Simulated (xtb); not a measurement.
GeI (SMILES [Ge][I]), doublet, at a GFN2-xTB geometry; GFN2-xTB with ALPB(water) run with xtb 6.7.1.

The xtb input:
```
$ xtb mol.xyz --gfn 2 --chrg 0 --uhf 1 --alpb water --json

# file mol.xyz
2

Ge    -0.00000000    -0.00000000    -1.58877700
I      0.00000000     0.00000000     0.95926159
```

What the program printed (banner, timings and long lists left out):

```
   ID    Z sym.   atoms
    1   32 Ge     1
    2   53 I      2

           -------------------------------------------------
          |                Calculation Setup                |
           -------------------------------------------------

           -------------------------------------------------
          |                 G F N 2 - x T B                 |
           -------------------------------------------------

      * Solvation model:               ALPB
        Solvent                        water
        Parameter file                 internal GFN2-xTB/ALPB
        Dielectric constant                8.0200E+01
        Reference state                gsolv [1 M gas/solution]
        Free energy shift                  1.0808E-03 Eh       6.7819E-01 kcal/mol
        Temperature                        2.9815E+02 K
        Density                            1.0000E+00 kg/L
        Solvent mass                       1.8000E+01 g/mol
        Interaction kernel             P16
        Born radius scaling (c1)           1.4744E+00
        Born radii integrator          GBOBC
        Born offset                        0.0000E+00 a0       0.0000E+00 AA
        H-bond correction              true
        Ion screening                  false
        Surface tension                    1.0000E-05 Eh       1.5569E+01 dyn/cm
        Grid points                               230 per atom

          ...................................................
          :                      SETUP                      :
          :.................................................:
          :  # basis functions                  20          :
          :  # atomic orbitals                  18          :
          :  # shells                            6          :
          :  # electrons                        11          :
          :  max. iterations                   250          :
          :  Hamiltonian                  GFN2-xTB          :
          :  restarted?                      false          :
          :  GBSA solvation                   true          :
          :  PC potential                    false          :
          :  electronic temp.          300.0000000     K    :
          :  accuracy                    1.0000000          :
          :  -> integral cutoff          0.2500000E+02      :
          :  -> integral neglect         0.1000000E-07      :
          :  -> SCF convergence          0.1000000E-05 Eh   :
          :  -> wf. convergence          0.1000000E-03 e    :
          :  Broyden damping             0.4000000          :
          :  net charge                          0          :
          :  unpaired electrons                  1          :
          ...................................................

 iter      E             dE          RMSdq      gap      omega  full diag
   1     -5.2142848 -0.521428E+01  0.369E+01    0.00       0.0  T
   2     -5.4370041 -0.222719E+00  0.407E+01    0.00       1.0  T
   3     -5.7258873 -0.288883E+00  0.114E+01    0.00       1.0  T
   4     -5.7557290 -0.298417E-01  0.654E+00    0.00       1.0  T
   5     -5.7611704 -0.544138E-02  0.111E+01    0.00       1.0  T
   6     -5.7662156 -0.504522E-02  0.343E+00    0.00       1.0  T
   7     -5.7667658 -0.550252E-03  0.164E+00    0.00       1.0  T
   8     -5.7662190  0.546820E-03  0.349E+00    0.00       1.0  T
   9     -5.7667391 -0.520102E-03  0.146E+00    0.00       1.0  T
  10     -5.7668474 -0.108319E-03  0.538E-01    0.00       1.0  T
  11     -5.7668649 -0.174652E-04  0.138E-01    0.00       1.0  T
  12     -5.7668664 -0.154644E-05  0.100E-02    0.00       7.1  T
  13     -5.7668665 -0.222942E-08  0.649E-03    0.00      10.9  T
  14     -5.7668665 -0.108873E-09  0.176E-04    0.00     402.6  T
  15     -5.7668665 -0.156506E-10  0.879E-05    0.00     804.8  T

   *** convergence criteria satisfied after 15 iterations ***

         :::::::::::::::::::::::::::::::::::::::::::::::::::::
         ::                     SUMMARY                     ::
         :::::::::::::::::::::::::::::::::::::::::::::::::::::
         :: total energy              -5.762653278588 Eh    ::
         :: total w/o Gsasa/hb        -5.759695552884 Eh    ::
         :: gradient norm              0.005287186676 Eh/a0 ::
         :: HOMO-LUMO gap              0.000000000000 eV    ::
         ::.................................................::
         :: SCC energy                -5.766866450978 Eh    ::
         :: -> isotropic ES           -0.005910272824 Eh    ::
         :: -> anisotropic ES          0.001756762502 Eh    ::
         :: -> anisotropic XC         -0.005378165047 Eh    ::
         :: -> dispersion             -0.001136330102 Eh    ::
         :: -> Gsolv                  -0.005114025578 Eh    ::
         ::    -> Gelec               -0.002156299874 Eh    ::
         ::    -> Gsasa               -0.003576269785 Eh    ::
         ::    -> Ghb                 -0.000462215618 Eh    ::
         ::    -> Gshift               0.001080759698 Eh    ::
         :: repulsion energy           0.004213172390 Eh    ::
         :: add. restraining           0.000000000000 Eh    ::
         :: total charge              -0.000000000000 e     ::
         :::::::::::::::::::::::::::::::::::::::::::::::::::::

           -------------------------------------------------
          |                Property Printout                |
           -------------------------------------------------

    * Orbital Energies and Occupations

         #    Occupation            Energy/Eh            Energy/eV
      -------------------------------------------------------------
         1        2.0000           -0.7283283             -19.8188
         2        2.0000           -0.6240968             -16.9825
         3        2.0000           -0.4251062             -11.5677
         4        2.0000           -0.4173062             -11.3555
         5        2.0000           -0.4173062             -11.3555
         6        0.5000           -0.2798409              -7.6149 (HOMO)
         7        0.5000           -0.2798409              -7.6149 (LUMO)
         8                         -0.1850197              -5.0346
         9                         -0.0429257              -1.1681
        10                         -0.0429257              -1.1681
        11                          0.0122896               0.3344
        12                          0.0122896               0.3344
        13                          0.0452430               1.2311
        14                          0.0452430               1.2311
        15                          0.1059160               2.8821
        16                          0.1857240               5.0538
        17                          0.1857240               5.0538
        18                          0.9432503              25.6671
      -------------------------------------------------------------
                  HL-Gap            0.0000000 Eh            0.0000 eV
             Fermi-level           -0.3142072 Eh           -8.5500 eV

     #   Z          covCN         q      C6AA      α(0)
     1  32 Ge       0.876     0.246   281.587    35.893
     2  53 I        0.876    -0.246   390.320    34.105

 Mol. C6AA /au·bohr⁶  :       1321.735613
 Mol. C8AA /au·bohr⁸  :     121554.231748
 Mol. α(0) /au        :         69.998399

Wiberg/Mayer (AO) data.
largest (>0.10) Wiberg bond orders for each atom

 ---------------------------------------------------------------------------
     #   Z sym  total        # sym  WBO       # sym  WBO       # sym  WBO
 ---------------------------------------------------------------------------
     1  32 Ge   1.268 --     2 I    1.268
     2  53 I    1.268 --     1 Ge   1.268
 ---------------------------------------------------------------------------

Topologies differ in total number of bonds
Writing topology from bond orders to xtbtopo.mol

molecular dipole:
                 x           y           z       tot (Debye)
 q only:        0.000       0.000      -1.186
   full:       -0.000      -0.000      -2.346       5.963
molecular quadrupole (traceless):
                xx          xy          yy          xz          yz          zz
 q only:       -0.705       0.000      -0.705       0.000       0.000       1.411
  q+dip:        0.408       0.000       0.408      -0.000       0.000      -0.816
   full:        1.022       0.000       1.022      -0.000      -0.000      -2.044

           -------------------------------------------------
          | TOTAL ENERGY               -5.762653278588 Eh   |
          | GRADIENT NORM               0.005287186676 Eh/α |
          | HOMO-LUMO GAP               0.000000000000 eV   |
           -------------------------------------------------

normal termination of xtb
```
